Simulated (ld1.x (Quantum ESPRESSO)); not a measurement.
# Plane-wave convergence, TM potential for vanadium (V)

| Item | Value |
| --- | --- |
| Element | vanadium (V) |
| Generator | ld1.x (Quantum ESPRESSO) 7.5 |
| Type | norm-conserving Troullier–Martins (Kleinman–Bylander form) |
| Functional | BP86 |
| Relativity | scalar-relativistic |
| Frozen core | [Ne] 3s2 |
| Valence charge | 11 |
| Reference configuration | 3p6 3d3 4s1 4p1 |
| Partial waves | 4s (bound): rc 2.55 bohr; 3p (bound): rc 1.25 bohr; 3d (bound): rc 2.30 bohr |
| Local potential | the d channel |
| Core correction | a·sin(br)/r model core, default radius (core density twice the valence density) |

Occupied shells without a wave of their own: 4p. They enter only through the test configuration that unscreens the potential, and ld1.x also counts them in the model core charge.

The pseudo-atom Hamiltonian at the reference potential is diagonalised in spherical Bessel functions j_l(qr) that vanish at 20 bohr, with q² up to the cutoff. All-electron valence levels (Ry): 4s -0.4178, 3p -3.3478, 4p -0.1632, 3d -0.4871.

How do the lowest levels (Ry) of each channel move with the cutoff, and are there ghosts?

```
cutoff (Ry)     s #1     s #2     p #1     p #2     d #1    d #2    f #1    f #2  Σ f·Δε (mRy)
          8  -0.7801  -0.4032  -1.7627  -0.0869   0.0152  0.0871  0.0890  0.2026       11086.0
         18  -4.8843  -0.4177  -3.0174  -0.1234  -0.0795  0.0445  0.0890  0.2026        3222.6
         30  -5.7021  -0.4177  -3.3105  -0.1376  -0.3998  0.0311  0.0890  0.2026         489.2
         50  -5.7587  -0.4177  -3.3466  -0.1412  -0.4866  0.0298  0.0890  0.2026           8.5
         70  -5.7596  -0.4178  -3.3470  -0.1412  -0.4869  0.0298  0.0890  0.2026           5.0
        110  -5.7602  -0.4178  -3.3478  -0.1413  -0.4871  0.0298  0.0890  0.2026           0.1
        400  -5.7602  -0.4178  -3.3478  -0.1413  -0.4871  0.0298  0.0890  0.2026           0.0
```

Result: ghost state, extra bound levels that the all-electron valence spectrum of the same l lacks: s at -78.4 eV (a true bound ghost makes a file unfit for plane-wave use); 10 mRy is reached at 50 Ry and 1 mRy at 90 Ry.

Note: ghost state, extra bound levels that the all-electron valence spectrum of the same l lacks: s at -78.4 eV. A true bound ghost makes a file unfit for plane-wave use. The potential misses its own reference levels by up to 0.3 eV. ld1.x takes every shell without a wave as core, so the model core holds the 4p electrons as well and exchange and correlation see them twice. This cancels in the reference configuration, but the file is broken for other ones, and its errors say nothing about a proper core correction. Its largest configuration-test error is +516 meV.
